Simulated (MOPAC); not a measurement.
Input for MOPAC: PM7 on BH2IO2 (SMILES OB(O)I), a point of a torsion scan.

```
PM7 1SCF PRECISE CHARGE=0 THREADS=1
BH2IO2

O      0.10443141 1     1.34359822 1    -0.14863767 1
B      0.11878412 1     0.02129922 1     0.02685349 1
O      0.71340753 1    -0.54395611 1     1.08293941 1
I     -1.01242974 1    -1.13036165 1    -1.37913575 1
H      0.20324284 1     1.91191902 1     0.61387431 1
H      0.70674269 1    -1.49374991 1     1.19528686 1
```

Program output:

```
*******************************************************************************
 **                                                                           **
 **                              MOPAC v23.2.5                                **
 **                                                                           **
 *******************************************************************************
 ** MOPAC's Digital Object Identifier: https://doi.org/10.5281/zenodo.6511958 **
 **                                                                           **
 ** Please cite the open-source release paper for use of this MOPAC version:  **
 ** J. E. Moussa and J. J. P. Stewart (2026)                                  **
 ** MOPAC: An open-source semiempirical molecular orbital program             **
 ** J. Open Source Softw., 11(119), 8025, https://doi.org/10.21105/joss.08025 **
 *******************************************************************************

                              PM7 CALCULATION RESULTS

 *******************************************************************************
 *  PM7        - The PM7 Hamiltonian to be used
 *
 *
 *
 *                 CHARGE ON SYSTEM = 0
 *
 *
 *
 *  PRECISE    - TIGHTER CRITERIA TO BE USED
 *  1SCF       - DO 1 SCF AND THEN STOP
 *  THREADS=1  - MULTI-THREADING NOT USED
 *  T=         - A TIME OF 172800.0 SECONDS REQUESTED
 *  DUMP=N     - RESTART FILE WRITTEN EVERY 7200.0 SECONDS REQUESTED
 *******************************************************************************
PM7 1SCF PRECISE CHARGE=0 THREADS=1
 BH2IO2

   ATOM   CHEMICAL          X               Y               Z
  NUMBER   SYMBOL      (ANGSTROMS)     (ANGSTROMS)     (ANGSTROMS)

     1       O          0.10443141  *   1.34359822  *  -0.14863767  *
     2       B          0.11878412  *   0.02129922  *   0.02685349  *
     3       O          0.71340753  *  -0.54395611  *   1.08293941  *
     4       I         -1.01242974  *  -1.13036165  *  -1.37913575  *
     5       H          0.20324284  *   1.91191902  *   0.61387431  *
     6       H          0.70674269  *  -1.49374991  *   1.19528686  *



          CARTESIAN COORDINATES

    NO.       ATOM           X           Y           Z

     1         O          0.1044      1.3436     -0.1486
     2         B          0.1188      0.0213      0.0269
     3         O          0.7134     -0.5440      1.0829
     4         I         -1.0124     -1.1304     -1.3791
     5         H          0.2032      1.9119      0.6139
     6         H          0.7067     -1.4937      1.1953

 General Reference for PM7:
 "Optimization of Parameters for Semiempirical Methods VI: More Modifications to the
 NDDO Approximations and Re-optimization of Parameters", J. J. P. Stewart, J. Mol. Mod., 1:32, 19 (2013)
 https://link.springer.com/article/10.1007/s00894-012-1667-x

           Empirical Formula: H2 O2 B I  =     6 atoms



      MOLECULAR POINT GROUP   :   C1


      RHF CALCULATION, NO. OF DOUBLY OCCUPIED LEVELS = 12


 -------------------------------------------------------------------------------
 PM7 1SCF PRECISE CHARGE=0 THREADS=1
 BH2IO2



     1SCF WAS SPECIFIED, SO BFGS WAS NOT USED
     SCF FIELD WAS ACHIEVED


                              PM7 CALCULATION
                                                       MOPAC v23.2.5 Linux




          FINAL HEAT OF FORMATION =       -139.34757 KCAL/MOL =    -583.03023 KJ/MOL


          COSMO AREA              =        109.92 SQUARE ANGSTROMS
          COSMO VOLUME            =         95.96 CUBIC ANGSTROMS

          IONIZATION POTENTIAL    =          9.197365 EV
          HOMO LUMO ENERGIES (EV) =         -9.197 -0.731
          NO. OF FILLED LEVELS    =         12
          MOLECULAR WEIGHT        =        171.7291         POINT GROUP:  C1

          MOLECULAR DIMENSIONS (Angstroms)

            Atom       Atom       Distance
            H     5    I     4     3.83476
            H     6    O     1     2.89233
            I     4    O     3     0.32075


          SCF CALCULATIONS        =          1





   ATOM   CHEMICAL          X               Y               Z
  NUMBER   SYMBOL      (ANGSTROMS)     (ANGSTROMS)     (ANGSTROMS)

     1       O          0.10443141  *   1.34359822  *  -0.14863767  *
     2       B          0.11878412  *   0.02129922  *   0.02685349  *
     3       O          0.71340753  *  -0.54395611  *   1.08293941  *
     4       I         -1.01242974  *  -1.13036165  *  -1.37913575  *
     5       H          0.20324284  *   1.91191902  *   0.61387431  *
     6       H          0.70674269  *  -1.49374991  *   1.19528686  *

                             CARTESIAN COORDINATES

   1    O        0.104431410     1.343598220    -0.148637670
   2    B        0.118784120     0.021299220     0.026853490
   3    O        0.713407530    -0.543956110     1.082939410
   4    I       -1.012429740    -1.130361650    -1.379135750
   5    H        0.203242840     1.911919020     0.613874310
   6    H        0.706742690    -1.493749910     1.195286860


           Empirical Formula: H2 O2 B I  =     6 atoms



      MOLECULAR POINT GROUP   :   C1


                  EIGENVALUES
 -30.52450 -30.22642 -23.78660 -19.33000 -18.56180 -14.91667 -14.76977 -13.71954
 -12.81116 -10.59719  -9.25498  -9.19737  -0.73057   1.12035   1.97471   2.51177
   5.17028   5.63192 124.51046 124.53972 124.66332 124.67069 124.70547


              NET ATOMIC CHARGES AND DIPOLE CONTRIBUTIONS

  ATOM NO.   TYPE          CHARGE      No. of ELECS.   s-Pop       p-Pop       d-Pop
    1          O          -0.533904        6.5339     1.73636     4.79754
    2          B           0.550769        2.4492     0.67162     1.77762
    3          O          -0.569910        6.5699     1.73564     4.83427
    4          I          -0.179050        7.1790     1.87333     5.30142     0.00430
    5          H           0.364453        0.6355     0.63555
    6          H           0.367642        0.6324     0.63236
 DIPOLE           X         Y         Z       TOTAL
 POINT-CHG.     0.568    -0.219     1.859     1.956
 HYBRID         0.626     0.478     0.843     1.154
 SUM            1.194     0.259     2.702     2.965


          ATOMIC ORBITAL ELECTRON POPULATIONS

     Atom    s        px        py        pz      x^2-y^2     xz        z^2       yz        xy
    1  O   1.73636   1.81193   1.43619   1.54942
    2  B   0.67162   0.53799   0.64786   0.59176
    3  O   1.73564   1.75753   1.41940   1.65735
    4  I   1.87333   1.76823   1.80128   1.73191   0.00050   0.00125   0.00066   0.00111   0.00078
    5  H   0.63555
    6  H   0.63236

 **********************
 *                    *
 * JOB ENDED NORMALLY *
 *                    *
 **********************




 == MOPAC DONE ==
```

The run finished.

Cost: around 0.020 core-seconds (rough).
